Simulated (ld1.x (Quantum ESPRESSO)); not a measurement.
## copper (Cu), PAW: configuration errors across variants

ld1.x (Quantum ESPRESSO) 7.5 input, shortened:

```
&input
   title='Cu', zed=29., rel=1, dft='REVPBE', iswitch=3,
   config='[Ar] 3d10 4s0.75 4p0.25'
 /
 &inputp
   pseudotype=3, lpaw=.true., tm=.true., lloc=-1, rcloc=1.05,
   nlcc=.true., new_core_ps=.true., rcore=0.80,
   which_augfun='GAUSS', rmatch_augfun=1.05
 /
6
3S  1  0   2.00   0.00  0.95  1.10  0.0
4S  2  0   0.75   0.00  0.95  1.10  0.0
3P  2  1   6.00   0.00  1.05  1.25  0.0
4P  3  1   0.25   0.00  1.05  1.25  0.0
3D  3  2  10.00   0.00  1.05  1.25  0.0
3D  3  2   0.00   2.15  1.05  1.25  0.0
 &test
   configts(1)='3s2 3p6 3d10 4s0.75 4p0.25'
 /
```

All-electron excitation energies from the reference (eV): (1) 3s2 3p6 3d10 4s1 4p0 -0.970; (2) 3s2 3p6 3d10 4s0 4p0 7.042; (3) 3s2 3p6 3d9 4s0 4p0 28.247; (4) 3s2 3p6 3d9 4s2 4p0 1.019; (5) 3s1 3p6 3d10 4s1 4p0 121.272; (6) 3s2 3p5 3d10 4s1 4p0 78.520; (7) 3s2 3p6 3d7 4s0 4p0 126.746.

The overlap operator is not positive definite (basis up to 400 Ry) in “base”, “wave 3d channel at 2.15 Ry: rcut 1.05, rcutus 1.25 bohr becomes 3d channel at -0.26 Ry: rcut 1.05, rcutus 1.25 bohr”, “wave 3d channel at 2.15 Ry: rcut 1.05, rcutus 1.25 bohr becomes 3d channel at -0.04 Ry: rcut 1.05, rcutus 1.25 bohr”, “wave 3d channel at 2.15 Ry: rcut 1.05, rcutus 1.25 bohr becomes 3d channel at 0.94 Ry: rcut 1.05, rcutus 1.25 bohr”, “wave 3d channel at 2.15 Ry: rcut 1.05, rcutus 1.25 bohr becomes 3d channel at 1.78 Ry: rcut 1.05, rcutus 1.25 bohr”, “wave 3d channel at 2.15 Ry: rcut 1.05, rcutus 1.25 bohr becomes 3d channel at 4.12 Ry: rcut 1.05, rcutus 1.25 bohr”. Such files are unfit for use, however small their errors in these radial tests.

Errors AE − PS in meV (a dash: test not solved or not reliable):

| change | (1) | (2) | (3) | (4) | (5) | (6) | (7) | bound ghosts |
| --- | --- | --- | --- | --- | --- | --- | --- | --- |
| base | +0.1 | -0.7 | -2.2 | +1.6 | -29 | -35 | -19 | not determined (overlap not positive) |
| wave 3d channel at 2.15 Ry: rcut 1.05, rcutus 1.25 bohr becomes 3d channel at -0.26 Ry: rcut 1.05, rcutus 1.25 bohr | +0.1 | -0.3 | -0.3 | +6.7 | -30 | -29 | +26 | not determined (overlap not positive) |
| wave 3d channel at 2.15 Ry: rcut 1.05, rcutus 1.25 bohr becomes 3d channel at -0.04 Ry: rcut 1.05, rcutus 1.25 bohr | +0.2 | -0.4 | -1.4 | +5.1 | -32 | -31 | +3.4 | not determined (overlap not positive) |
| wave 3d channel at 2.15 Ry: rcut 1.05, rcutus 1.25 bohr becomes 3d channel at 0.94 Ry: rcut 1.05, rcutus 1.25 bohr | +0.1 | -0.6 | -2.0 | +3.6 | -31 | -33 | -10 | not determined (overlap not positive) |
| wave 3d channel at 2.15 Ry: rcut 1.05, rcutus 1.25 bohr becomes 3d channel at 1.78 Ry: rcut 1.05, rcutus 1.25 bohr | +0.2 | -0.7 | -2.3 | +2.3 | -30 | -34 | -17 | not determined (overlap not positive) |
| wave 3d channel at 2.15 Ry: rcut 1.05, rcutus 1.25 bohr becomes 3d channel at 4.12 Ry: rcut 1.05, rcutus 1.25 bohr | +0.1 | -0.8 | -0.8 | +0.6 | -23 | -35 | -8.5 | not determined (overlap not positive) |

(1) Give the same row for: wave 3d channel at 2.15 Ry: rcut 1.05, rcutus 1.25 bohr becomes 3d channel at 0.27 Ry: rcut 1.05, rcutus 1.25 bohr.

Results:

(1) +0.2, -0.5, -1.7, +4.4, -32, -32, -4.0; bound ghosts: not determined (overlap not positive). Its overlap operator is not positive definite in a basis up to 400 Ry (lowest eigenvalue p -0.50), so the file is unfit for use: the generalised eigenproblem breaks down once the basis is large enough, and its test numbers describe a broken file.
